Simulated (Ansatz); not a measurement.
Reaction (germylene formation by 1,1-elimination): `[NH2][Ge]([NH2])([Cl])[Cl]` → Cl₂ + `[NH2][Ge][NH2]`

Computed with Ansatz on PBE0-D4/def2-TZVP structures; ΔE is electronic, products minus reactants. CBS: MP2 limit from def2 TZ/QZ plus the TZ coupled-cluster correction, frozen cores. This one scheme is used for every species. DFT in def2-TZVPP. B3LYP here is the variant with VWN-RPA as its local correlation; programs differ in this. HSE06 is defined as in plane-wave codes. For Ge outer-core shells are correlated without core-valence functions, which leaves a few kJ/mol of doubt a bond. Scalar relativity is left out up to krypton. One conformer a species, not always the lowest.

`[NH2][Ge]([NH2])([Cl])[Cl]`:

Cartesian coordinates in Å:
```
N 0.229 -0.769 1.369
Ge -0.093 0.428 0.057
N 0.030 -0.425 -1.529
Cl -2.039 1.341 0.051
Cl 1.310 2.021 0.399
H -0.438 -1.526 1.417
H 0.369 -0.366 2.285
H -0.311 0.102 -2.320
H 0.944 -0.806 -1.729
```

Cl₂:

Cartesian coordinates in Å:
```
Cl 0.210 -0.729 0.637
Cl -0.210 0.729 -0.637
```

`[NH2][Ge][NH2]`:

Cartesian coordinates in Å:
```
N -0.850 -0.047 -1.076
Ge 0.129 -1.225 -0.079
N 0.857 -0.007 1.071
H -1.416 -0.366 -1.844
H -0.906 0.952 -0.949
H 0.705 0.990 1.073
H 1.481 -0.298 1.804
```

| level | ΔE (kcal/mol) | difference from CCSD(T)/CBS |
| --- | --- | --- |
| LDA (SPW92) | 91.1 | -0.1 |
| PBE-D4 | 85.7 | -5.5 |
| revPBE-D4 | 84.8 | -6.4 |
| BLYP-D4 | 79.5 | -11.7 |
| r2SCAN-D4 | 94.5 | 3.3 |
| B97M-V | 96.0 | 4.8 |
| PBE0-D4 | 93.2 | 2.0 |
| B3LYP-D4 | 86.3 | -4.9 |
| r2SCANh-D4 | 96.0 | 4.8 |
| r2SCAN0-D4 | 98.2 | 7.0 |
| HSE06-D4 | 93.2 | 2.0 |
| BHLYP-D4 | 94.8 | 3.6 |
| CAM-B3LYP-D4 | 89.8 | -1.4 |
| ωB97M-V | 90.6 | -0.6 |
| B2PLYP | 89.4 | -1.8 |
| PBE-QIDH | 99.9 | 8.7 |
| revPBE | 79.4 | -11.8 |
| BLYP | 74.1 | -17.1 |
| r2SCAN | 93.7 | 2.5 |
| PBE0 | 90.8 | -0.4 |
| B3LYP | 82.0 | -9.2 |
| r2SCANh | 95.2 | 4.0 |
| r2SCAN0 | 97.3 | 6.1 |
| HSE06 | 90.9 | -0.3 |
| BHLYP | 91.0 | -0.2 |
| CAM-B3LYP | 87.3 | -3.9 |
| RPA@PBE/def2-TZVPP | 89.0 | -2.2 |
| MP2/def2-SVP | 103.8 | 12.6 |
| CCSD/def2-SVP | 97.1 | 5.9 |
| CCSD(T)/def2-SVP | 96.6 | 5.4 |
| HF/def2-TZVPP | 96.8 | 5.6 |
| SCS-MP2/def2-TZVPP | 96.8 | 5.6 |
| CCSD/def2-TZVPP | 95.8 | 4.6 |
| CCSD(T)/def2-TZVPP | 95.7 | 4.5 |
| HF/def2-QZVPP | 95.6 | 4.4 |
| MP2/def2-QZVPP | 98.2 | 7.0 |
| SCS-MP2/def2-QZVPP | 94.4 | 3.2 |
| HF/CBS(def2) | 95.4 | 4.2 |
| MP2/CBS(def2) | 96.7 | 5.5 |
| CCSD/CBS(def2) | 91.3 | 0.1 |
| CCSD(T)/CBS | 91.2 | 0 |

Largest T1 diagnostic among the species: 0.013.

The D4 term adds +4.4 kcal/mol with B3LYP and +2.4 kcal/mol with PBE0; it sums over pairs of atoms, weighted by their polarisabilities, and B3LYP, whose exchange is more repulsive, gets the larger term. From PBE to PBE0 (25 % exact exchange), in def2-TZVPP and without D4, ΔE moves by +7.8 kcal/mol.
